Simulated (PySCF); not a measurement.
Stepwise substitution at one centre (Sn CH3-OCH3). Isolated molecules, 0 K electronic values unless said otherwise. One relaxed conformer stands for each flexible species; it need not be the lowest. Strings in code marks are SMILES.

Calculation: r2SCAN-D4/def2-TZVP // r2SCAN-D4/def2-SVP (PySCF). Excitations are Tamm–Dancoff values on a coarser integration grid. The basis has no diffuse functions, so Rydberg states are missing or too high.

```
species                      HOMO (eV)  LUMO (eV)  S1 oscillator strength  S1 excitation (TDA) (eV)
---------------------------  ---------  ---------  ----------------------  ------------------------
0 of 4 CH3 replaced by OCH3      -6.71          –                   0.089                      7.27
2 of 4 CH3 replaced by OCH3      -6.05      -0.74                   0.019                (withheld)
3 of 4 CH3 replaced by OCH3      -6.31      -1.58              (withheld)                      4.81
4 of 4 CH3 replaced by OCH3      -6.69      -2.52              (withheld)                      4.21
```

**Question.** Some entries are withheld; supply them.

**Answer.** 
- 2 of 4 CH3 replaced by OCH3, S1 excitation (TDA) (eV): 5.41
- 3 of 4 CH3 replaced by OCH3, S1 oscillator strength: 0.007
- 4 of 4 CH3 replaced by OCH3, S1 oscillator strength: 0.000
